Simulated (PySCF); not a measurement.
# Vertical excitation energies

H9PSi3.
SMILES: `[SiH3]P([SiH3])[SiH3]`

Method: TDDFT CAM-B3LYP/def2-SVPD, vertical, gas phase, core orbitals frozen in the response in PySCF 2.14.0, density-fitted response routines. Geometry: GFN2-xTB; no solvent, vibrations or thermal averaging.

| state | λ (nm) | E (eV) | f | \|μ\| (D) | symmetry | main configurations (H = HOMO, L = LUMO) |
| --- | --- | --- | --- | --- | --- | --- |
| S1 | 208.7 | 5.94 | 0.033 | 1.20 | A1 | H→L (97%) |
| S2 | 205.8 | 6.02 | 0.0023 | 0.31 | E | H→L+5 (50%), H→L+1/L+2 (≥30%) |
| S3 | 205.8 | 6.03 | 0.0022 | 0.31 | E | H→L+4 (51%), H→L+1/L+2 (≥29%) |
| S4 | 195.1 | 6.35 | 0.069 | 1.69 | E | H→L+1/L+2 (≥52%), H→L+4 (35%) |
| S5 | 195.0 | 6.36 | 0.069 | 1.69 | E | H→L+1/L+2 (≥50%), H→L+5 (36%) |
| S6 | 183.2 | 6.77 | 0.0038 | 0.38 | A1 | H→L+3 (92%) |
| S7 | 165.6 | 7.49 | 0.0015 | 0.23 | – | H→L+6 (91%) |

Triplets, Tamm–Dancoff:

```json
{"state": "T1", "E (eV)": "5.49", "λ (nm)": "225.7", "main configurations (H = HOMO, L = LUMO)": "H→L+1/L+2 (≥66%), H→L+4 (10%)"}
{"state": "T2", "E (eV)": "5.49", "λ (nm)": "225.6", "main configurations (H = HOMO, L = LUMO)": "H→L+1/L+2 (≥66%), H→L+5 (11%)"}
{"state": "T3", "E (eV)": "5.63", "λ (nm)": "220.3", "main configurations (H = HOMO, L = LUMO)": "H→L (93%)"}
```

The lowest singlet lies at 5.94 eV (209 nm, ultraviolet) and is of moderate strength; its leading configuration is HOMO→LUMO (97%). The strongest level in the table is S4/S5 at 6.35 eV (195 nm, f = 0.137 summed). S2/S3 and S4/S5 lie within about 0.01 eV of each other in each set; the point group C3v has degenerate representations, and within a degenerate level the listed configurations can mix freely. Löwdin shares by element: HOMO phosphorus 62%, silicon 27%; LUMO silicon 47%, phosphorus 13% (atoms not listed hold the other 40%). Of the 7 states listed, 3 reach f = 0.01 and none stays under 0.0005. Orbital energies (eV): HOMO-3 -11.32, HOMO-2 -9.91, HOMO-1 -9.90, HOMO -8.21, LUMO 0.79, LUMO+1 1.04, LUMO+2 1.04. The oscillator strengths of these states sum to 0.180; summed over the whole spectrum of an exact calculation they would give the number of electrons, 66 (Thomas–Reiche–Kuhn). Symmetry labels in C3v follow from the direction of the transition dipole and are given only for states with f of 0.002 or more. Orbitals of the list HOMO-3 to LUMO+2 that lie within 0.01 eV of each other are written together with a slash and their weights summed (≥ marks a lower bound); for degenerate orbitals outside that list single weights are arbitrary. The window holds the lowest 8 singlets. The highest level found (7.63 eV, f 0.0000 so far) is left out, since the window may have cut off a degenerate partner.
